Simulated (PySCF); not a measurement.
Correlation energy of N³⁺ (nitrogen, charge +3)

[He] 2s2, closed-shell 1S. Computed with PySCF 2.14 in aug-cc-pwCVTZ (7s6p4d2f, 59 functions), with the non-relativistic Hamiltonian (point nucleus). Frozen: nothing; 4 electrons correlated.

| level | correlation energy (mhartree) |
| --- | --- |
| CCSD | -130.43 |
| (T) | -0.77 |
| CCSD(T) | -131.20 |

Diagnostics: T1 = 0.0053, D1 = 0.0105, largest double amplitude 0.151.

Question: Is a single reference adequate?

Answer: Not fully. A double-excitation amplitude exceeds 0.15, a sign of near-degeneracy.
